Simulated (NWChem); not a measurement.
# C8H6N2S; SMILES c1cnc(-c2cccs2)nc1

```xyz
17

C     -0.1239     3.3900     0.0000
C     -1.2347     2.5490     0.0000
N     -1.1236     1.2278     0.0000
C      0.1164     0.7219     0.0000
C      0.2421    -0.7306     0.0000
C      1.3960    -1.4843     0.0000
C      1.1350    -2.8762     0.0000
C     -0.2116    -3.1520     0.0000
S     -1.1668    -1.7308     0.0000
N      1.2476     1.4384     0.0000
C      1.1186     2.7575     0.0000
H     -0.2201     4.4767     0.0000
H     -2.2525     2.9575     0.0000
H      2.3831    -1.0218     0.0000
H      1.9072    -3.6466     0.0000
H     -0.6910    -4.1306     0.0000
H      2.0467     3.3420     0.0000
```
Atoms are numbered in this order, from 1.

All runs: NWChem. Pople sets run with spherical d functions. Structure relaxed at the PBE0/def2-SVP level. Not confirmed as a minimum by frequencies.

**Question.** Estimate the computed values for PBE/6-311G**. Quantities: highest occupied level (eV); orbital gap (eV); dipole (D).

**Answer.** 
```yaml
highest occupied level (eV): -5.61
orbital gap (eV): 3.24
dipole (D): 1.19
```
